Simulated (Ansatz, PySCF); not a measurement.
Process, species as SMILES: [Cl][K] → [Cl][K] as doublet, charge +1 + e-
Structures are relaxed separately at B3LYP-D3(BJ)/def2-TZVP in Ansatz (a first-principles code). A spin state is the lowest found, not a proven ground state.

Wanted: adiabatic ionisation energy (0 K, with B3LYP-D3(BJ) harmonic zero-point energies from PySCF), in eV. Correlated levels leave the core frozen unless marked. Open shells are spin-unrestricted. No spin-orbit coupling. Frozen are the shells of the preceding noble gas and the d and f shells that filled before the atom's block. The outer core of K, Ca and their heavier congeners is not correlated, a term that matters for these elements. Non-relativistic. 

| level | program | adiabatic ionisation energy (eV) |
|---|---|---|
| BLYP/def2-TZVPD | Ansatz | 8.35 |
| r2SCAN-D4/def2-TZVPD | Ansatz + dftd4 | 8.44 |
| r2SCANh/def2-TZVPD | Ansatz | 8.41 |
| r2SCAN0/def2-TZVPD | Ansatz | 8.38 |
| wB97M-V/def2-TZVPD | Ansatz | 8.44 |
| CCSD/def2-QZVPP | Ansatz | 8.17 |
| CCSD(T)/def2-SVP | Ansatz | 7.40 |
| CCSD(T)/def2-QZVPP | Ansatz | 8.25 |
| CCSDT/def2-SVP | Ansatz | 7.40 |
